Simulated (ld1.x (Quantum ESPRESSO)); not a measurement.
**An all-electron radial function and its pseudo partner (B (Z = 5))**

Columns: radius, all-electron u(r) and pseudo u(r) of the 2p shell (level -3.57 eV) of boron in the configuration [He] 2s2 2p1; revPBE, non-relativistic, TM scheme, ld1.x (Quantum ESPRESSO) 7.5.

```json
{"r (bohr)": "0.135", "all-electron": "0.0452", "pseudo": "0.0163"}
{"r (bohr)": "0.270", "all-electron": "0.1352", "pseudo": "0.0635"}
{"r (bohr)": "0.405", "all-electron": "0.2336", "pseudo": "0.1364"}
{"r (bohr)": "0.540", "all-electron": "0.3253", "pseudo": "0.2270"}
{"r (bohr)": "0.675", "all-electron": "0.4045", "pseudo": "0.3256"}
{"r (bohr)": "0.810", "all-electron": "0.4703", "pseudo": "0.4220"}
{"r (bohr)": "0.945", "all-electron": "0.5245", "pseudo": "0.5074"}
{"r (bohr)": "1.080", "all-electron": "0.5665", "pseudo": "0.5754"}
{"r (bohr)": "1.215", "all-electron": "0.5965", "pseudo": "0.6229"}
{"r (bohr)": "1.350", "all-electron": "0.6157", "pseudo": "0.6503"}
{"r (bohr)": "1.485", "all-electron": "0.6256", "pseudo": "0.6603"}
{"r (bohr)": "1.620", "all-electron": "0.6277", "pseudo": "0.6568"}
{"r (bohr)": "1.755", "all-electron": "0.6232", "pseudo": "0.6444"}
{"r (bohr)": "1.890", "all-electron": "0.6135", "pseudo": "0.6268"}
{"r (bohr)": "2.025", "all-electron": "0.5997", "pseudo": "0.6067"}
{"r (bohr)": "2.160", "all-electron": "0.5828", "pseudo": "0.5857"}
{"r (bohr)": "2.295", "all-electron": "0.5635", "pseudo": "0.5643"}
{"r (bohr)": "2.430", "all-electron": "0.5425", "pseudo": "0.5426"}
{"r (bohr)": "2.565", "all-electron": "0.5204", "pseudo": "0.5204"}
{"r (bohr)": "2.700", "all-electron": "0.4977", "pseudo": "0.4977"}
{"r (bohr)": "2.835", "all-electron": "0.4748", "pseudo": "0.4748"}
{"r (bohr)": "2.970", "all-electron": "0.4520", "pseudo": "0.4520"}
{"r (bohr)": "3.105", "all-electron": "0.4294", "pseudo": "0.4294"}
{"r (bohr)": "3.240", "all-electron": "0.4075", "pseudo": "0.4075"}
{"r (bohr)": "3.375", "all-electron": "0.3861", "pseudo": "0.3861"}
{"r (bohr)": "3.510", "all-electron": "0.3655", "pseudo": "0.3655"}
```

(1) How many radial nodes do the two functions have?

(2) At about which radius was the pseudo-wave matched?

(3) Is the pseudo-wave norm-conserving?

Results:

(1) The all-electron 2p function has n − l − 1 = 0; the pseudo-wave has 0.

(2) 2.70 bohr. The columns agree to 0.0005 from 2.43 bohr on; several derivatives are matched, so the curves merge somewhat inside the radius.

(3) Yes: the TM scheme keeps the norm inside the radius equal to the all-electron one, which fixes the energy derivative of the logarithmic derivative at the level.
